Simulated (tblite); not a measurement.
Run record: tight-binding relaxation, `[CH](c1cnsn1)COC` [radical].

Computed with GFN2-xTB geometry optimisation, gas phase (tblite 0.8.0). Start geometry: from a force field or distance geometry. The input is one job of a driver script: a line of settings, then coordinates in Å.

Command:
```bash
OMP_NUM_THREADS=1 python probes_run.py task.json out
```

Input:
```
{"job": {"kind": "relax", "xc": "GFN2-xTB", "basis": "xTB"}, "charge": 0, "multiplicity": 2}
C     -3.097300     0.408600     0.097200
O     -1.982700    -0.204100    -0.515400
C     -0.749200     0.225100     0.101400
C      0.351400    -0.463400    -0.605900
C      1.683300    -0.203500    -0.167200
C      2.826600    -0.824600    -0.781500
N      4.021600    -0.475200    -0.285700
S      3.667500     0.622900     0.934100
N      1.997100     0.643000     0.815500
H     -4.011800     0.042400    -0.394300
H     -3.165400     0.152100     1.158400
H     -3.061600     1.494600    -0.023200
H     -0.673600     1.315600    -0.013000
H     -0.769000    -0.031400     1.160100
H      0.140200    -1.155600    -1.400100
H      2.815300    -1.537600    -1.578500
```

Estimate the output.

```
step      E/eV     max force
  0    -744.26932    3.037
  1    -744.48606    1.462
  2    -744.53246    0.422
  3    -744.54731    0.257
  4    -744.55118    0.190
  5    -744.55353    0.112
  6    -744.55464    0.116
  7    -744.55537    0.057
  8    -744.55581    0.054
  9    -744.55623    0.056
 10    -744.55657    0.060
 11    -744.55676    0.033
 12    -744.55688    0.037
 13    -744.55701    0.038
 14    -744.55720    0.060
 15    -744.55741    0.056
 16    -744.55756    0.025
 17    -744.55763    0.020
 18    -744.55767    0.017
 19    -744.55770    0.016
 20    -744.55771    0.008
```

«max force» is the largest atomic force in eV/Å.

From which step on does the largest force stay under 0.1 eV/Å, and how much energy is left to gain from there?

From step 7 (0.057 eV/Å), 2.3 meV above the end.

Summary of the converged run: energy lowered by 6.7 kcal/mol over 20 steps; largest atomic force 0.008 eV/Å at the end.

On Intel Xeon at 2.70 GHz, one thread, no GPU, shared host with 64 logical CPUs at a one-minute load of 54, this took 0.37 s of wall time.
Labels such as C1 count atoms from 1, the log's own numbers from 0.
